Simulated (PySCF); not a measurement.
Problem. Give a PBE0-D3(BJ)/def2-SVP geometry of `C1[C@H]2C[C@@H]([C@H](B(O)O)C1)C2`.

Solution. 
```xyz
23
C7H13BO2 angstrom
O      1.7591   -1.2586    1.2780
B      1.4226    0.0550    1.0989
O      1.8562    0.9458    2.0310
C      0.5914    0.5808   -0.1451
C     -0.2730    1.8221    0.1582
C     -1.7115    1.4518    0.5430
C     -2.1765    0.2020   -0.2103
C     -1.4572    0.0801   -1.5753
C     -0.2756   -0.5212   -0.7791
C     -1.3323   -1.0065    0.2396
H      1.3792   -1.8297    0.6039
H      2.3696    0.5085    2.7196
H      1.3600    0.8847   -0.8833
H      0.1967    2.4369    0.9395
H     -0.3132    2.4545   -0.7423
H     -2.3787    2.3027    0.3284
H     -1.7941    1.2598    1.6270
H     -3.2723    0.0969   -0.1886
H     -1.2845    0.9892   -2.1726
H     -1.9370   -0.6787   -2.2111
H      0.3409   -1.2823   -1.2897
H     -1.7897   -1.9615   -0.0620
H     -1.0429   -1.0655    1.3027
```

Orientation and origin are arbitrary. Atoms count from 1 in this order. The 6-membered ring C4–C5–C6–C7–C10–C9 has internal angles of 86.3° to 112.4° (sum 639°, against 720° for a flat polygon); it is puckered, 0.31 Å rms from its mean plane, widest ring torsion 83°. Of the pairs four or more bonds apart, C9···H11 is among the closest relative to their van der Waals radii: 2.52 Å, 87 % of the sum of Bondi's values. B2 (three-coordinate boron) is planar (angles 123.4°, 119.2° and 117.4°, sum 360.0°, 0.01 Å off the plane of its three neighbours). The 4-membered ring C7–C8–C9–C10 has internal angles of 86.1° to 86.6°; it is puckered, 0.19 Å rms from its mean plane, widest ring torsion 28°.

Bonds between heavy atoms (Å): O1–B2 1.368, B2–O3 1.360, B2–C4 1.586, C4–C5 1.543, C5–C6 1.534, C6–C7 1.532, C7–C8 1.548, C8–C9 1.547, C9–C10 1.546, C4–C9 1.539, C7–C10 1.541.

Level of theory: PBE0-D3(BJ)/def2-SVP geometry optimisation, gas phase (PySCF 2.14.0).

Point group: C1 (no symmetry element, even within 0.4 Å). No frequency check. One conformer, not necessarily the lowest (H–O1–B2–O3 177°, O1–B2–O3–H 0°, O1–B2–C4–C5 150°).
